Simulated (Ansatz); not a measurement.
Ideal-gas functions of `C[Se][Al]([F])[Cl]` at 298.15 K and 1 bar, from an Ansatz frequency run at PBE0-D4/def2-TZVP.

Molar mass 175.43 g/mol, point group Cs (symmetry number 1), electronic degeneracy 1, moments of inertia 183.819, 418.941, 599.544 u Å². Harmonic wavenumbers (cm⁻¹, unscaled): 40, 72, 97, 169, 186, 214, 346, 575, 600, 872, 920, 935, 1312, 1465, 1465, 3091, 3190, 3202.

Use S(trans) = R[1.5 ln M + 2.5 ln T − 1.1517]; rotational temperatures θ = 24.2544 K / I; S(rot) = R[ln(√π/σ · √(T³/θAθBθC)) + 1.5]; for each mode x = 1.438777 ν̃/T, S = R[x/(eˣ − 1) − ln(1 − e⁻ˣ)] and H = RT x/(eˣ − 1); 1 cm⁻¹ = 0.0119627 kJ/mol; R = 8.31446 J/(mol·K).

Q: By hand: the entropy, in J/(mol·K).

A: Translation 173.3. Rotation: θ = 0.1319, 0.0579, 0.0405 K, giving 121.9. Vibration, mode by mode: 22.00, 17.15, 14.70, 10.24, 9.49, 8.41, 4.96, 2.07, 1.88, 0.65, 0.54, 0.51, 0.11, 0.06, 0.06, 0.00, 0.00, 0.00, in all 92.8. Electronic 0.0. Sum 388.0 J/(mol·K).

Q: By hand: H − E and G − E in kJ/mol, counted from the electronic energy.

A: Zero-point energy ½ × 18751 × 0.0119627 = 112.2; thermal vibration 13.1; translation, rotation and pV give 4 RT = 9.9. H − E = 135.2 kJ/mol, and G − E = 135.2 − 298.15 × 388.0/1000 = 19.5 kJ/mol.

Vibration gives 24 % of the entropy, 53.9 J/(mol·K) of it from the modes under 150 cm⁻¹: soft modes count most, and the harmonic formula is weakest for them. The sum counts one conformer and one mirror image; others add a mixing term.
